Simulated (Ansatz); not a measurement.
**Stretch profile**

GaHICl (SMILES [Cl][GaH][I]), singlet, at its PBE0-D4/def2-TZVP minimum:

```json
{"atom": "Cl1", "x (Å)": "-2.0088", "y (Å)": "-0.0365", "z (Å)": "-0.4875"}
{"atom": "Ga2", "x (Å)": "0.0746", "y (Å)": "0.1912", "z (Å)": "-0.0866"}
{"atom": "I3", "x (Å)": "1.1709", "y (Å)": "-1.6987", "z (Å)": "1.0624"}
{"atom": "H4", "x (Å)": "0.8187", "y (Å)": "1.4837", "z (Å)": "-0.5086"}
```

The bond length Ga2–H4 (1.550 Å at the minimum) is set to the values below, the two halves moving rigidly along the bond. Each method's energies count from its own value at the PBE0-D4 minimum structure. Program: Ansatz 0.2.0. Basis: def2-TZVPP. Cores are frozen in the correlated methods. Filled d shells of the heavier atoms are correlated. Core potentials replace the inner electrons of the atoms past krypton. The def2 sets are not built for correlating such inner shells, so the correlated values are less sure here. B3LYP uses VWN-RPA correlation.

CCSD(T) energies along the scan:
| bond length (Å) | CCSD(T) (eV) |
| --- | --- |
| 1.333 | 0.463 |
| 1.379 | 0.262 |
| 1.445 | 0.084 |
| 1.523 | 0.003 |
| 1.610 | 0.031 |
| 1.703 | 0.157 |
| 1.802 | 0.361 |
| 1.906 | 0.624 |
| 2.015 | 0.925 |
They count from the CCSD(T) energy at the PBE0-D4 minimum.

Minimum and curvature along this coordinate at CCSD(T): A fifth-order fit through the nearest points gives 1.543 Å, with a curvature of about 15 eV/Å².

Question: Treat the two halves as rigid bodies and work out the harmonic wavenumber of this stretch from that curvature (ν̃ = 521.5 √(k/μ) cm⁻¹ with k in eV/Å² and μ in u).

Answer: The halves weigh 232.08 and 1.01 u, so μ = 232.08 × 1.01/233.09 = 1.006 u and ν̃ = 521.5 √(15/1.006) ≈ 2000 cm⁻¹. A true normal mode mixes in other motions, so this is a guide only.

Largest difference from the CCSD(T) curve over the scan: B3LYP-D4 0.050; wB97M-V 0.055; HF 0.071 eV. Each curve counts from its own value at the minimum.

The T1 diagnostic stays at or below 0.012.

For scale, one of the runs: CCSD(T)/def2-TZVPP, 154 basis functions (an equivalent command: `ansatz run in.yaml --threads 4`). The run took 5.5 s on 4 CPU threads (shared host), with 0.87 GiB of host memory at its peak.
